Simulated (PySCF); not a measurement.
PySCF input file for C6H4N2O2, SMILES c1coc(-c2nnco2)c1, PBE-D3(BJ)/def2-SVP. Geometry optimised at PBE-D3(BJ)/def2-SVP. The values are those of a single conformer.

```python
import numpy as np
from pyscf import gto, scf, dft, df
from pyscf.hessian import thermo

mol = gto.M(
    atom='''
    C    -0.66444013   -2.85358263    0.00000000
    C     0.70932979   -2.73937570    0.00000000
    O     1.08362251   -1.43373877    0.00000000
    C    -0.06064558   -0.68884461    0.00000000
    C     0.07586350    0.74542495    0.00000000
    N     1.16162748    1.48636828    0.00000000
    N     0.72815109    2.80570593    0.00000000
    C    -0.57274134    2.76818487    0.00000000
    O    -1.07179040    1.49781055    0.00000000
    C    -1.17150241   -1.51731264    0.00000000
    H    -1.24254996   -3.78369939    0.00000000
    H     1.52705772   -3.46694310    0.00000000
    H    -1.28561824    3.59972180    0.00000000
    H    -2.21717943   -1.19313847    0.00000000
    ''',
    basis='def2-SVP',
    charge=0,
    spin=0,
    max_memory=1600,
    verbose=3,
)
mf = dft.RKS(mol, xc='pbe').density_fit(auxbasis='def2-universal-jkfit')
mf.disp = 'd3bj'
mf.grids.level = 3
mf.conv_tol = 1e-11
mf.max_cycle = 100
mf.kernel()

# [left out here: the lines that compute and print the analytic Hessian (its translational invariance restored by hand, since the grid's response is missing), thermochemistry and intensities]
```

Output:

```
[...]
Normal mode                   x     y     z       x     y     z       x     y     z
       0   C                 0.03 -0.05 -0.00    0.01 -0.00 -0.00    0.05  0.03 -0.00
       1   C                 0.02  0.01  0.00   -0.01  0.00  0.00   -0.06  0.03  0.00
       2   O                -0.07 -0.03  0.00   -0.00 -0.02 -0.00   -0.02 -0.06 -0.00
       3   C                 0.02 -0.03 -0.00    0.00  0.02  0.00   -0.00  0.08  0.00
       4   C                 0.02 -0.02  0.00   -0.00  0.02  0.00   -0.06  0.07  0.00
       5   N                 0.01 -0.02 -0.00   -0.07  0.18 -0.00    0.01 -0.05 -0.00
       6   N                -0.01  0.02 -0.00    0.04 -0.15  0.00    0.00  0.01 -0.00
       7   C                -0.01  0.01  0.00    0.03 -0.02 -0.00    0.00  0.06  0.00
       8   O                -0.02  0.01  0.00    0.00 -0.03  0.00    0.03 -0.07 -0.00
       9   C                -0.02  0.07  0.00   -0.02  0.01  0.00    0.05  0.01  0.00
      10   H                 0.44 -0.31  0.00    0.19 -0.11  0.00    0.43 -0.20  0.00
      11   H                 0.09  0.09 -0.00   -0.06 -0.05 -0.00   -0.28 -0.22 -0.00
      12   H                 0.02  0.03  0.00    0.22  0.13 -0.00   -0.15 -0.07  0.00
      13   H                 0.15  0.65 -0.00   -0.03 -0.03 -0.00   -0.04 -0.28 -0.00
Mode                                21                  22                  23
Irrep
Freq [cm^-1]                     1089.8520           1119.7815           1172.9995
Reduced mass [au]                   4.5551              3.5482              1.6915
Force const [Dyne/A]                3.1878              2.6213              1.3713
Char temp [K]                    1568.0544           1611.1163           1687.6851
Normal mode                   x     y     z       x     y     z       x     y     z
       0   C                 0.02  0.02 -0.00    0.00 -0.07  0.00    0.05  0.03 -0.00
       1   C                -0.03  0.03  0.00    0.03 -0.13 -0.00   -0.02 -0.06  0.00
       2   O                -0.02 -0.02  0.00    0.06  0.06  0.00   -0.05  0.11  0.00
       3   C                 0.01  0.02 -0.00   -0.07  0.08  0.00   -0.02 -0.04 -0.00
       4   C                 0.04 -0.02 -0.00   -0.06  0.09  0.00    0.03 -0.05 -0.00
       5   N                -0.04 -0.00 -0.00    0.03  0.01  0.00   -0.02 -0.00 -0.00
       6   N                 0.01  0.01 -0.00    0.02 -0.02 -0.00   -0.03  0.03 -0.00
       7   C                -0.01 -0.18 -0.00   -0.00 -0.05 -0.00    0.00 -0.00  0.00
       8   O                 0.01  0.15  0.00    0.01  0.01  0.00    0.01 -0.01  0.00
       9   C                 0.04  0.00  0.00   -0.04  0.04 -0.00    0.06 -0.03  0.00
      10   H                 0.16 -0.06  0.00   -0.06 -0.05  0.00   -0.01  0.07  0.00
      11   H                -0.12 -0.06 -0.00   -0.03 -0.22  0.00   -0.40 -0.49 -0.00
      12   H                -0.11 -0.28  0.00   -0.23 -0.25  0.00    0.27  0.22 -0.00
      13   H                -0.00 -0.15 -0.00    0.01  0.23  0.00    0.12  0.13  0.00
Mode                                24                  25                  26
Irrep
Freq [cm^-1]                     1211.0363           1228.4011           1338.3279
Reduced mass [au]                   1.9673              2.8508              6.1272
Force const [Dyne/A]                1.7000              2.5345              6.4660
Char temp [K]                    1742.4117           1767.3957           1925.5558
Normal mode                   x     y     z       x     y     z       x     y     z
       0   C                 0.03  0.05 -0.00    0.02 -0.03  0.00    0.05 -0.11 -0.00
       1   C                 0.02  0.09  0.00    0.03  0.08 -0.00    0.00  0.04  0.00
       2   O                -0.01 -0.05 -0.00    0.04 -0.10 -0.00    0.01 -0.02 -0.00
       3   C                -0.06 -0.04  0.00   -0.11  0.07  0.00   -0.05  0.07  0.00
       4   C                -0.02 -0.01 -0.00   -0.03  0.04  0.00    0.14 -0.07  0.00
       5   N                 0.05  0.05  0.00   -0.02 -0.02  0.00   -0.08 -0.03 -0.00
       6   N                 0.05 -0.04 -0.00   -0.06  0.04  0.00    0.04 -0.01 -0.00
       7   C                -0.01  0.04 -0.00    0.02 -0.08 -0.00   -0.02  0.07  0.00
       8   O                -0.04  0.00 -0.00    0.05 -0.01 -0.00   -0.03 -0.01  0.00
       9   C                 0.03 -0.09  0.00    0.01 -0.01 -0.00   -0.00  0.10 -0.00
      10   H                -0.19  0.20  0.00   -0.17  0.10 -0.00   -0.17  0.01  0.00
      11   H                -0.21 -0.16 -0.00   -0.05 -0.01  0.00   -0.12 -0.11  0.00
      12   H                -0.36 -0.25  0.00    0.39  0.23 -0.00   -0.14 -0.02 -0.00
      13   H                 0.17  0.33 -0.00    0.08  0.21 -0.00   -0.07 -0.09 -0.00
Mode                                27                  28                  29
Irrep
Freq [cm^-1]                     1407.6738           1443.5291           1500.5536
Reduced mass [au]                   3.9470              8.0660              6.5386
Force const [Dyne/A]                4.6081              9.9029              8.6744
Char temp [K]                    2025.3292           2076.9170           2158.9626
Normal mode                   x     y     z       x     y     z       x     y     z
       0   C                -0.05  0.10  0.00   -0.09  0.04  0.00   -0.02  0.00 -0.00
       1   C                -0.04 -0.08 -0.00    0.10  0.01 -0.00    0.01 -0.00  0.00
       2   O                 0.05  0.00 -0.00   -0.02 -0.00 -0.00    0.00  0.00  0.00
       3   C                -0.14  0.06 -0.00    0.09  0.08 -0.00   -0.02  0.01  0.00
       4   C                 0.07 -0.05 -0.00    0.10  0.08  0.00    0.03 -0.03 -0.00
       5   N                -0.03 -0.00  0.00   -0.08 -0.06 -0.00   -0.00  0.02 -0.00
       6   N                 0.03  0.00  0.00    0.01 -0.01  0.00   -0.15 -0.02  0.00
       7   C                -0.02  0.02  0.00    0.00  0.01  0.00    0.21  0.03 -0.00
       8   O                -0.01 -0.01 -0.00   -0.00 -0.01 -0.00   -0.03  0.01  0.00
       9   C                 0.09 -0.06 -0.00   -0.06 -0.12 -0.00    0.01  0.01  0.00
      10   H                 0.25 -0.08 -0.00    0.02 -0.04 -0.00    0.02 -0.02  0.00
      11   H                 0.22  0.20  0.00   -0.04 -0.17 -0.00    0.01 -0.02  0.00
      12   H                -0.04  0.02 -0.00   -0.03 -0.02  0.00   -0.10 -0.26  0.00
      13   H                 0.14  0.07 -0.00   -0.00  0.12 -0.00    0.01 -0.02  0.00
Mode                                30                  31                  32
Irrep
Freq [cm^-1]                     1519.3703           1645.8341           3192.2365
Reduced mass [au]                   5.0059             10.1367              1.0909
Force const [Dyne/A]                6.8086             16.1778              6.5495
Char temp [K]                    2186.0356           2367.9889           4592.9176
Normal mode                   x     y     z       x     y     z       x     y     z
       0   C                 0.15  0.01 -0.00   -0.04  0.00 -0.00   -0.04 -0.06 -0.00
       1   C                -0.16 -0.04  0.00    0.03  0.02 -0.00   -0.02  0.02  0.00
       2   O                 0.02  0.01 -0.00    0.00  0.01  0.00   -0.00  0.00  0.00
       3   C                 0.03 -0.01  0.00   -0.08 -0.17 -0.00   -0.00 -0.00  0.00
       4   C                 0.06  0.09  0.00    0.06  0.17  0.00    0.00  0.00  0.00
       5   N                -0.04 -0.03 -0.00   -0.04 -0.03 -0.00    0.00  0.00 -0.00
       6   N                -0.01 -0.01 -0.00    0.00 -0.02  0.00    0.00 -0.00 -0.00
       7   C                 0.02  0.00 -0.00    0.00 -0.01 -0.00    0.00 -0.00 -0.00
       8   O                -0.00 -0.01  0.00   -0.00 -0.01 -0.00   -0.00 -0.00  0.00
       9   C                -0.06 -0.06  0.00    0.07  0.06  0.00    0.03 -0.01  0.00
      10   H                -0.07  0.18  0.00    0.03 -0.04 -0.00    0.42  0.67  0.00
      11   H                 0.06  0.24  0.00   -0.01 -0.02  0.00    0.26 -0.23 -0.00
      12   H                -0.02 -0.04  0.00   -0.01 -0.02 -0.00   -0.00  0.00  0.00
      13   H                 0.00  0.16  0.00    0.03 -0.11 -0.00   -0.38  0.11 -0.00
Mode                                33                  34                  35
Irrep
Freq [cm^-1]                     3205.6256           3219.4052           3219.8970
Reduced mass [au]                   1.0993              1.1083              1.1009
Force const [Dyne/A]                6.6554              6.7680              6.7248
Char temp [K]                    4612.1816           4632.0073           4632.7149
Normal mode                   x     y     z       x     y     z       x     y     z
       0   C                 0.01  0.02  0.00    0.03  0.04 -0.00   -0.00 -0.00 -0.00
       1   C                 0.02 -0.02 -0.00   -0.06  0.05  0.00    0.00 -0.00  0.00
       2   O                -0.00  0.00 -0.00   -0.00 -0.00 -0.00    0.00  0.00  0.00
       3   C                -0.00 -0.00 -0.00    0.00 -0.00 -0.00   -0.00  0.00  0.00
       4   C                 0.00 -0.00 -0.00    0.00  0.00  0.00    0.00 -0.00 -0.00
       5   N                -0.00  0.00  0.00   -0.00  0.00 -0.00    0.00 -0.00 -0.00
       6   N                -0.00 -0.00  0.00    0.00 -0.00 -0.00    0.00  0.00 -0.00
       7   C                 0.00 -0.00  0.00   -0.00  0.00  0.00   -0.06  0.06  0.00
       8   O                -0.00 -0.00 -0.00   -0.00  0.00  0.00   -0.00 -0.00 -0.00
       9   C                 0.07 -0.02  0.00    0.02 -0.01  0.00    0.00  0.00  0.00
      10   H                -0.14 -0.23 -0.00   -0.24 -0.38  0.00    0.00  0.01  0.00
      11   H                -0.26  0.23  0.00    0.61 -0.54 -0.00   -0.02  0.01  0.00
      12   H                -0.00  0.00 -0.00    0.01 -0.02  0.00    0.62 -0.72  0.00
      13   H                -0.80  0.25 -0.00   -0.18  0.06 -0.00   -0.00  0.00  0.00
temperature 298.1500 [K]
pressure 101325.00 [Pa]
Rotational constants [GHz] 4.77601 0.88527 0.74683
Symmetry number 1
Zero-point energy (ZPE) 0.09476 [Eh]   248789.830 [J/mol]
                           tot       elec      trans        rot        vib
Entropy [J/mol/K]       360.008      0.000    170.025    121.382     68.601
Cv [J/mol/K]            113.675      0.000     12.472     12.472     88.731
Cp [J/mol/K]            121.989      0.000     20.786     12.472     88.731
Internal energy [J/mol]                      3718.434   3718.434 260327.789
Internal energy [Eh]   -489.94313  -490.04512
Enthalpy [J/mol]                             6197.391   3718.434 260327.789
Enthalpy [Eh]          -489.94219
Gibbs free energy [J/mol]                  -44495.567 -32471.635 239874.360
Gibbs free energy [Eh] -489.98307
mode   freq/cm-1   IR/(km/mol)
   1       73.20         2.056
   2      122.80         1.120
   3      140.71         1.627
   4      327.24         0.023
   5      394.36         0.061
   6      454.00         2.470
   7      593.02         8.787
   8      637.74        11.994
   9      655.86         0.670
  10      730.80        23.890
  11      734.49        36.520
  12      784.08         4.509
  13      809.41         8.680
  14      871.22         0.432
  15      873.72         2.128
  16      891.32        19.922
  17      947.25         2.840
  18      951.65        14.637
  19      996.03        34.816
  20     1025.39        12.874
  21     1065.58         2.502
  22     1089.85        27.636
  23     1119.78        26.667
  24     1173.00         0.894
  25     1211.04         1.328
  26     1228.40         8.528
  27     1338.33         0.558
  28     1407.67         1.219
  29     1443.53        31.661
  30     1500.55        24.117
  31     1519.37        36.864
  32     1645.83        57.538
  33     3192.24         1.289
  34     3205.63         1.559
  35     3219.41         1.126
  36     3219.90         3.414
max |gradient| / (hartree/bohr): 7.706259946069745e-05
APT charges: [-0.129   0.0303 -0.275   0.0499  0.5634 -0.2585 -0.234   0.2237 -0.3818
  0.0234  0.0831  0.0971  0.1125  0.0949]
```

The run converged.
